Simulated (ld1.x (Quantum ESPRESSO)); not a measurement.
## Transferability test, PAW potential for manganese (Mn)

```
Element                 : Mn (Z = 25)
Generator               : ld1.x (Quantum ESPRESSO) 7.5
Type                    : PAW
Functional              : revPBE
Relativity              : scalar-relativistic
Frozen core             : [Ne]
Valence charge          : 15
Reference configuration : 3s2 3p6 3d5 4s2 4p0
Partial waves           : 3s (bound): rcut 1.30, rcutus 1.55 bohr; 4s (bound): rcut 1.30, rcutus 1.55 bohr; 3p (bound): rcut 1.25, rcutus 1.30 bohr; 4p (bound, empty): rcut 1.25, rcutus 1.30 bohr; 3d (bound): rcut 1.30, rcutus 1.35 bohr; 3d channel at -0.1 Ry: rcut 1.30, rcutus 1.35 bohr
Local potential         : all-electron potential smoothed inside 1.25 bohr (lloc = -1)
Core correction         : a·sin(br)/r model core inside 0.90 bohr
Augmentation charge     : BESSEL, radius 1.05 bohr
```

Energies are relative to the spin-unpolarised reference configuration 3s2 3p6 3d5 4s2 4p0; without spin polarisation the order of configurations can differ from experiment.

```
valence configuration  charge  ΔE all-electron (eV)  error AE − PS (meV)
  3s2 3p6 3d5 4s1 4p0      +1                 8.330                 -0.7
  3s2 3p6 3d5 4s0 4p0      +2                23.771                 -1.3
  3s2 3p6 3d4 4s0 4p0      +3                56.184                 -1.5
  3s2 3p6 3d3 4s0 4p0      +4               106.853                 -6.7
  3s2 3p6 3d6 4s0 4p0      +1                 6.686                 -1.8
3s2 3p6 3d5 4s1.5 4p0    +0.5                 3.326                 -0.3
  3s2 3p6 3d5 4s0 4p1      +1                13.035                  0.0
```

Levels in the configuration 3s2 3p6 3d5 4s1 4p0:

```json
{"level": "3s", "all-electron (eV)": "-94.125", "pseudo (eV)": "-94.125"}
{"level": "3p", "all-electron (eV)": "-62.801", "pseudo (eV)": "-62.802"}
{"level": "3d", "all-electron (eV)": "-14.824", "pseudo (eV)": "-14.824"}
{"level": "4s", "all-electron (eV)": "-11.753", "pseudo (eV)": "-11.753"}
```
